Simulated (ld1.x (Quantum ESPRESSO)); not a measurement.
## Before and after: TM potential for vanadium (V)

- Element: vanadium
- Generator: ld1.x (Quantum ESPRESSO) 7.5
- Type: norm-conserving Troullier–Martins (Kleinman–Bylander form)
- Functional: PBEsol
- Relativity: scalar-relativistic
- Frozen core: [Ar]
- Valence charge: 5
- Reference configuration: 3d3 4s0.5 4p0 (charge +1.5)
- Partial waves: 4p (bound, empty): rc 3.15 bohr; 3d (bound): rc 1.00 bohr; 4s (bound): rc 1.90 bohr
- Local potential: the s channel
- Core correction: none

Change: reference 3d3 4s1.75 4p0.

Cutoffs: the cutoffs (Ry, on a coarse ladder) from which the occupation-weighted sum of valence levels, in a spherical-Bessel basis at the reference potential, stays within 10 and 1 mRy of its value at 400 Ry; they do not see the model core or the augmentation charge, which bear on the density cutoff. Errors are all-electron minus pseudo energies relative to the spin-unpolarised reference configuration.

Problem. What does the change do?

Solution. The potential gets neither clearly harder nor softer (160 Ry and 200 Ry → 160 Ry and 200 Ry); neither file shows a bound ghost.

| quantity | base | changed |
| --- | --- | --- |
| cutoff, loose | 160 Ry | 160 Ry |
| cutoff, tight | 200 Ry | 200 Ry |
| bound ghosts | none | none |
| largest error over its own tests, meV | -254 | -202 |
| s: phases at 3.39 bohr within 0.05 rad from the reference energy up to (Ry; the scan ends near 5) | 0.2 | 0.7 |
| p: phases at 3.39 bohr within 0.05 rad from the reference energy up to (Ry; the scan ends near 5) | 1.7 | 2.3 |
| d: phases at 3.39 bohr within 0.05 rad from the reference energy up to (Ry; the scan ends near 5) | -0.4 | 0.3 |
